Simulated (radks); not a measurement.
Results of a calculation; reference values are marked as such.
Neutral vanadium inside a hard spherical wall (all orbitals vanish at R), configuration held at [Ar] 3d3 4s2 and not refilled when levels cross. Code: a radial shooting solver on a logarithmic mesh with Libxc functionals. Model: scalar-relativistic Kohn-Sham, LDA (Slater exchange, VWN5 correlation), spin-polarised, spherical densities, point nucleus; open shells are filled with parallel spins first. Eigenvalues in eV for spin up, with the zero of energy where the potential of the charges vanishes at infinity; a dash marks a level that is unbound or too diffuse for the functional's potential to be trusted. A positive occupied level is held by the wall or, in an anion where self-interaction has pushed it up, behind a barrier. The pressure on the wall is -dE/dV.

\begin{tabular}{lrrrrrrrrr}
R (bohr) & E (hartree) & kinetic (hartree) & e(3s) & e(3p) & e(3d) & e(4s) & e(4p, empty) & e(5s, empty) & pressure (GPa) \\ \hline
free & -947.13267 & 955.395 & -70.729 & -44.847 & -6.185 & -5.132 & -1.660 & -0.069 & 0 \\
20 & -947.13267 & 955.395 & -70.729 & -44.847 & -6.185 & -5.132 & -1.660 & 0.030 & < 0.0001 \\
10 & -947.13203 & 955.401 & -70.676 & -44.793 & -6.134 & -5.090 & -1.538 & 1.753 & 0.0168 \\
8 & -947.12684 & 955.439 & -70.420 & -44.538 & -5.890 & -4.873 & -1.118 & 4.291 & 0.232 \\
7 & -947.11545 & 955.506 & -70.034 & -44.154 & -5.528 & -4.519 & -0.522 & 7.085 & 0.888 \\
5 & -946.98008 & 956.094 & -67.561 & -41.713 & -3.222 & -1.666 & 3.629 & 22.600 & 16.1 \\
4 & -946.64319 & 957.287 & -64.014 & -38.250 & 0.184 & 3.872 & 10.876 & 45.707 & 87.5 \\
3.5 & -946.21114 & 958.704 & -60.822 & -35.144 & 3.427 & 10.187 & 18.674 & 68.408 & 232 \\
3 & -945.29060 & 961.640 & -55.729 & -30.146 & 8.952 & 22.493 & 33.139 & 107.52 & 703 \\
2.5 & -943.08064 & 968.589 & -46.686 & -20.999 & 19.506 & 48.983 & 62.530 & 180.92 & 2590 \\
1.5 & -914.98420 & 1045.323 & 25.708 & 55.750 & 102.10 & 297.26 & 310.47 & 725.73 & 84600 \\
\end{tabular}
